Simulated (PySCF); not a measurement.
Dipole moment and polarisability of `C=C[Si@@H](OC=O)SC`

Species: C4H8O2SSi.
SMILES with atom numbers: `[CH2:1]=[CH:2][Si@@H:3]([O:4][CH:5]=[O:6])[S:7][CH3:8]` (hydrogens: H9, H10 on C1; H11 on C2; H12 on Si3; H13 on C5; H14, H15, H16 on C8)

Cartesian coordinates in Å at the GFN2-xTB level; atoms count from 1:
```
atom  x, y, z in Å
C1    -1.269   -1.628   -1.312
C2    -0.344   -1.223   -0.454
Si3   -0.031    0.577    0.013
O4    -1.150    1.107    1.132
C5    -2.418    1.204    0.830
O6    -2.895    0.960   -0.236
S7     1.753    0.774    1.159
C8     2.936    0.263   -0.129
H9    -1.435   -2.673   -1.525
H10   -1.909   -0.931   -1.827
H11    0.265   -1.975    0.040
H12   -0.024    1.500   -1.116
H13   -3.004    1.550    1.698
H14    3.918    0.243    0.332
H15    2.678   -0.723   -0.498
H16    2.922    0.984   -0.939
```

Level: B3LYP/def2-SVPD (PySCF), static field, nuclei fixed, core orbitals frozen in the response. The polarisability tensor in these axes (au):

```
x   118.84   2.86   8.86
y     2.86  89.48  11.45
z     8.86  11.45  92.76
```

Question: Diagonalise the tensor; give its mean and Δα, where Δα² is half the sum of the squared differences of the eigenvalues.

Answer: Principal values 79.19, 99.09 and 122.80 au; mean 100.36 au = 14.87 Å³ = 16.55 × 10⁻⁴⁰ C²·m²/J; Δα = 37.82 au (38 % of the mean).

Question: What is the dipole moment, and where does it point?

Answer: (1.36, -1.07, -0.52) D, 1.81 D in size, pointing from the negative to the positive side. Measured along this direction, the outermost atoms are H13 at the negative end and H14 at the positive end.

Question: Sum over states: ᾱ = Σ f/ω², ω in Eh. What share falls to these 8 lowest TDDFT singlets (eV, f)? 4.64, 0.0006; 5.49, 0.0089; 5.77, 0.0031; 5.80, 0.0016; 6.18, 0.0256; 6.27, 0.0136; 6.36, 0.0310; 6.55, 0.0011.

Answer: They add up to 1.68 au, 1.7 % of the 100.36 au; the largest single term is 0.57 au, from the state at 6.36 eV. Terms in order: 0.02, 0.22, 0.07, 0.04, 0.50, 0.26, 0.57, 0.02 au. Higher excitations give the rest. The strengths listed sum to 0.085.

Question: Orientational against electronic polarisability at 500 K (dilute gas, rigid molecules)?

Answer: In Gaussian units μ²/3kT = 15.75 Å³ against 14.87 Å³, a ratio of 1.06; the Debye molar polarisation (4π/3)N_A(α + μ²/3kT) is 77.2 cm³/mol, leaving out the vibrational part.

Question: Rayleigh depolarisation ratio (linearly polarised light, static tensor)?

Answer: ρ = 3Δα²/(45ᾱ² + 4Δα²) = 4290.5/(453248 + 5720.7) = 0.00935.

Geometry: GFN2-xTB, one conformer, isolated molecule.

The run behind these numbers computed excited states as well. On Arm Neoverse N1, one thread, shared host, this took 83 s wall and 0.90 GiB of memory at its peak.
